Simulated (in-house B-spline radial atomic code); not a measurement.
RPA and G0W0 for N, [He] 2s2 2p3, highest spin, as one setting changes: the highest l of the empty states. Start: Hartree-Fock. A dash marks a level of low quasi-particle weight. Computed with an all-electron radial atomic-structure program (B-spline basis): all electrons, non-relativistic, point nucleus, each spin shell either full or empty, empty states to the listed l with an (l + 1/2)⁻⁴ tail; G0W0 by contour deformation at full frequency.

```
highest l of the empty states  RPA summed (Eh)  RPA extrapolated (Eh)  G0W0 level (eV)
                            3         -0.25384               -0.27373    2p up -14.958
                            4         -0.26437               -0.27567    2p up -15.043
                            5         -0.26879               -0.27494    2p up -15.033
                            6                ?                      ?                ?
                            7         -0.27212               -0.27451    2p up -15.028
                            8         -0.27281               -0.27443    2p up -15.027
                            9                ?                      ?                ?
                           10          -0.2735               -0.27433    2p up -15.026
                           11         -0.27369                -0.2743    2p up -15.026
```

Problem. What belongs in the row for 9?

Solution. RPA summed (Eh): -0.27323; RPA extrapolated (Eh): -0.27437; G0W0 level (eV): 2p up -15.026.

Problem. What belongs in the row for 6?

Solution. RPA summed (Eh): -0.27095; RPA extrapolated (Eh): -0.27466; G0W0 level (eV): 2p up -15.030.
